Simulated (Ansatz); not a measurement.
`FB(Cl)Cl` + `C[SeH]` → `C[Se]B(F)Cl` + HCl at 400 K and 1 bar (ligand exchange at a B–Cl bond).

Computed with Ansatz on PBE0-D4/def2-TZVP structures; ΔE is electronic, products minus reactants. CCSD(T)/CBS is the MP2 limit (def2-TZVPP, def2-QZVPP) plus CCSD(T) − MP2 in def2-TZVPP, frozen cores. This one scheme is used for every species. For Se outer-core shells are correlated without core-valence functions, which leaves a few kJ/mol of doubt a bond. Scalar relativity is left out up to krypton. One conformer a species, not always the lowest.

```json
{"species": "`FB(Cl)Cl`", "CCSD(T)/CBS energy (Eh)": "-1044.28221", "H − E (kJ/mol)": "43.9", "S (J/(mol·K))": "305.5"}
{"species": "`C[SeH]`", "CCSD(T)/CBS energy (Eh)": "-2441.15625", "H − E (kJ/mol)": "135.4", "S (J/(mol·K))": "284.5"}
{"species": "`C[Se]B(F)Cl`", "CCSD(T)/CBS energy (Eh)": "-3025.05449", "H − E (kJ/mol)": "151.8", "S (J/(mol·K))": "381.8"}
{"species": "HCl", "CCSD(T)/CBS energy (Eh)": "-460.38127", "H − E (kJ/mol)": "29.6", "S (J/(mol·K))": "195.4"}
```

H − E and S are ideal-gas, rigid-rotor, harmonic terms from PBE0-D4/def2-TZVP, for one conformer and one mirror image of each species. 1 Eh = 2625.50 kJ/mol, R = 8.31446 J/(mol·K).

Problem. By hand: ΔE, ΔH, ΔS and ΔG.

Solution. ΔE = (-3025.05449) + (-460.38127) − (-1044.28221) − (-2441.15625) = 0.00270 Eh = 7.1 kJ/mol. Δ(H − E) = 151.8 + 29.6 − 43.9 − 135.4 = 2.1, so ΔH = 9.2 kJ/mol. ΔS = 381.8 + 195.4 − 305.5 − 284.5 = -12.8 J/(mol·K). ΔG = 9.2 − 400 × (-12.8)/1000 = 14.3 kJ/mol.

Problem. By hand: the equilibrium constant, and the temperature at which ΔG would vanish if ΔH and ΔS stayed fixed.

Solution. log₁₀ K = −ΔG/(RT ln 10) = -1.9. ΔH and −TΔS have one sign here, so there is no such temperature.

TΔS isn't small against ΔH here. A doubt of 5 kJ/mol in ΔE shifts log₁₀ K by 0.7 here. Other conformers and mirror images would add mixing entropy, several J/(mol·K) or more a flexible species. These are equilibria of isolated gas molecules and say nothing of rates. Largest T1 diagnostic: 0.012 (customary marks: 0.02 for closed shells, 0.045 for open ones).

ΔS is within the doubt of such terms, so its sign, and with it that verdict, could turn.
